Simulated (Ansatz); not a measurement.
Input for Ansatz (a program for electronic structure): U-PBE0/def2-TZVPP on CrHO (SMILES [OH][Cr]), 2S+1 = 2, a spin state set in the input, which need not be the lowest.

Ansatz 0.2 input:
```yaml
crystal:
  periodic: [false, false, false]
  atoms:
    - {symbol: Cr, position_ang: [-0.92801986, -0.69253055, -0.81356422]}
    - {symbol: O, position_ang: [0.38724815, -0.09473400, 0.26183390]}
    - {symbol: H, position_ang: [0.50760298, 0.83463615, 0.48141069]}
basis:
  gaussian:
    orbitals: def2-TZVPP
hamiltonian:
  xc: {name: PBE0}
magnetization: {spin_polarized: true, initial_magnetization: 1}
output: {forces: true}
```

It printed:

```
WARN ansatz: RAYON_NUM_THREADS=1 ignored (pool sized by the plan → 1); use --threads N
Functional definition: PBE0
integrals: 0.03 GiB planned
721 factors; their error is unknown
mean field: 0.40 GiB planned
mean field evaluation 1: about -30461.0022 eV, gradient 6.0e1 eV
mean field evaluation 2: about -30332.2607 eV, gradient 1.6e2 eV
mean field evaluation 4: about -30466.2373 eV, gradient 4.2e1 eV
mean field evaluation 8: about -30470.5495 eV, gradient 3.2e1 eV
mean field evaluation 16: about -30475.6216 eV, gradient 6.6e-1 eV
mean field evaluation 32: about -30475.6600 eV, gradient 1.2e-5 eV
mean field evaluation 64: about -30475.4014 eV, gradient 2.5e-6 eV
mean field evaluation 96: about -30475.6556 eV, gradient 1.5e-1 eV
mean field evaluation 128: about -30475.4960 eV, gradient 1.0e-2 eV
mean field evaluation 160: about -30475.4497 eV, gradient 1.3e0 eV
mean field evaluation 192: about -30475.4797 eV, gradient 2.8e0 eV
mean field evaluation 224: about -30475.6594 eV, gradient 1.0e-2 eV
mean field evaluation 256: about -30475.4673 eV, gradient 3.0e-1 eV
mean field -30475.65997597 eV, -1119.9598469725 hartree, gradient 4.1e-10 eV, S^2 2.740092; 17 other end points of the search recorded, 0 dependent functions left out
the calculation of the forces begins
reference -30475.66001100 eV, -1119.9598482600 hartree; 17, 16 occupied and 92, 93 virtual orbitals, 721 factors
Total energy: -30475.66001100 eV, -1119.9598482600 hartree
Atom 0 at    -0.928020    -0.692531    -0.813564 Å, force     0.151992     0.091205     0.127338 eV/Å
Atom 1 at     0.387248    -0.094734     0.261834 Å, force    -0.088825     0.154792    -0.045589 eV/Å
Atom 2 at     0.507603     0.834636     0.481411 Å, force    -0.063167    -0.245997    -0.081749 eV/Å
Dipole moment:    -0.375464    -0.000257    -0.283384 e Å
```

Self-consistency was reached. Its determinant has ⟨S²⟩ = 2.74, a mixture of spin states.

Cost: about 90 core-seconds (a rough figure).
